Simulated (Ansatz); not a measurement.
A further run on BiH2(OEt) (C₂H₇BiO).

```yaml
crystal:
  periodic: [false, false, false]
  atoms:
    - {symbol: Bi, position_ang: [1.832244, 1.832617, 0.488986]}
    - {symbol: H, position_ang: [2.176206, 2.522229, -1.136932]}
    - {symbol: H, position_ang: [0.374669, 2.900452, 0.635886]}
    - {symbol: O, position_ang: [0.775127, 0.209353, -0.353781]}
    - {symbol: C, position_ang: [-0.293629, -0.307805, 0.384154]}
    - {symbol: C, position_ang: [-0.841130, -1.517831, -0.343082]}
    - {symbol: H, position_ang: [0.007996, -0.609285, 1.412768]}
    - {symbol: H, position_ang: [-1.103878, 0.443957, 0.511634]}
    - {symbol: H, position_ang: [-1.691088, -1.957253, 0.202596]}
    - {symbol: H, position_ang: [-1.178772, -1.233342, -1.350955]}
    - {symbol: H, position_ang: [-0.057744, -2.283094, -0.451264]}
basis:
  gaussian: {orbitals: def2-TZVP}
hamiltonian: {xc: {name: wB97M-V}}
scf: {omitted_lower_state_checks: [starts]}
output: {forces: true}
```

```sh
$ ansatz run in.yaml --threads 4 --pin off --events-out ev --progress --plain --max-ram 3916MiB
```

Shortened log:

```
Functional definition: wB97M-V
1213 factors; their error is unknown
352 factors; integrals over basis functions are off by at most 9.1e-6 eV
mean field evaluation 1: about -10066.6581 eV, gradient 5.4e1 eV
mean field evaluation 2: about -10062.2633 eV, gradient 7.5e1 eV
mean field evaluation 4: about -10072.6616 eV, gradient 3.0e0 eV
mean field evaluation 8: about -10072.6921 eV, gradient 5.4e-2 eV
mean field evaluation 16: about -10072.7159 eV, gradient 2.6e-4 eV
mean field -10072.71593012 eV, -370.1654828998 hartree, gradient 4.9e-5 eV, S^2 0.000000; 0 other end points of the search recorded, 0 dependent functions left out
reference -10072.71598779 eV, -370.1654850193 hartree; 25, 25 occupied and 160, 160 virtual orbitals, 1213 factors
Total energy: -10072.71598779 eV, -370.1654850193 hartree
Atom 0 at     1.832244     1.832617     0.488986 Å, force    -0.498844    -0.231554    -0.432039 eV/Å
Atom 1 at     2.176206     2.522229    -1.136932 Å, force    -0.037645    -0.117513     0.220209 eV/Å
Atom 2 at     0.374669     2.900452     0.635886 Å, force     0.190198    -0.178965    -0.008968 eV/Å
Atom 3 at     0.775127     0.209353    -0.353781 Å, force     0.592455     0.638839     0.041318 eV/Å
Atom 4 at    -0.293629    -0.307805     0.384154 Å, force    -0.491971     0.006705     0.590639 eV/Å
Atom 5 at    -0.841130    -1.517831    -0.343082 Å, force    -0.114273    -0.310799    -0.215346 eV/Å
Atom 6 at     0.007996    -0.609285     1.412768 Å, force    -0.024791     0.100363    -0.318251 eV/Å
Atom 7 at    -1.103878     0.443957     0.511634 Å, force     0.277461    -0.192271    -0.078351 eV/Å
Atom 8 at    -1.691088    -1.957253     0.202596 Å, force     0.250581     0.138718    -0.150558 eV/Å
Atom 9 at    -1.178772    -1.233342    -1.350955 Å, force     0.092516    -0.076423     0.305746 eV/Å
Atom 10 at    -0.057744    -2.283094    -0.451264 Å, force    -0.235687     0.222899     0.045600 eV/Å
Dipole moment:     0.218597     0.199507     0.388963 e Å
Checks for a lower state left out: starts
```

Hardware: 4 threads of Arm Neoverse V2 on a shared host. Wall time 9 s, peak host memory 0.59 GiB.

In the def2 sets Bi takes a core potential; there is no spin–orbit coupling.
